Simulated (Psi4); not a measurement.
Psi4 input (wB97X-D/6-31G*):

```
memory 1500 MB

molecule {
0 2
C    -2.49007000   -0.23584900   -0.01595200
C    -1.20688200    0.25536300   -0.10967500
C    -0.05192800   -0.47897700    0.13039600
Si    1.66769400    0.19379400    0.00080100
H    -2.67365700   -1.26629100    0.26223700
H    -3.34961700    0.38854700   -0.21609700
H    -1.09393400    1.29895900   -0.39379000
H    -0.18819400   -1.52112600    0.41335400
H     2.45998900   -0.55630300   -1.00666500
H     2.38509400    0.07868400    1.29596600
H     1.60587700    1.62119900   -0.39483900
symmetry c1
no_reorient
no_com
}

set {
  basis 6-31G*
  reference uks
  scf_type pk
  dft_radial_points 99
  dft_spherical_points 590
  e_convergence 1e-8
  d_convergence 1e-7
  maxiter 150
}

e = energy('wb97x-d')
print_out(f'\nFINAL {e:.10f} DIPOLE {variable("CURRENT DIPOLE")[0]:.6f} {variable("CURRENT DIPOLE")[1]:.6f} {variable("CURRENT DIPOLE")[2]:.6f}\n')
```

From the output:

```
  HONO-1 :   19  A 1.9817984
  HONO-0 :   20  A 1.0000000
  LUNO+0 :   21  A 0.0182016
  LUNO+1 :   22  A 0.0004942
  LUNO+2 :   23  A 0.0004559
  LUNO+3 :   24  A 0.0001662

Computation Completed

Properties will be evaluated at   0.000000,   0.000000,   0.000000 [a0]

Properties computed using the SCF density matrix

 Multipole Moments:

 ------------------------------------------------------------------------------------
     Multipole            Electronic (a.u.)      Nuclear  (a.u.)        Total (a.u.)
 ------------------------------------------------------------------------------------

 L = 1.  Multiply by 2.5417464519 to convert [e a0] to [Debye]
 Dipole X            :         -0.3788710           -0.0000113           -0.3788823
 Dipole Y            :         -0.0775486            0.0000132           -0.0775354
 Dipole Z            :          0.0090693           -0.0000113            0.0090579
 Magnitude           :                                                    0.3868405

 ------------------------------------------------------------------------------------

FINAL -407.8899283727 DIPOLE -0.378882 -0.077535 0.009058

*** Psi4 exiting successfully. Buy a developer a beer!
```

The geometry given is a B3LYP-D3(BJ)/def2-TZVP minimum.
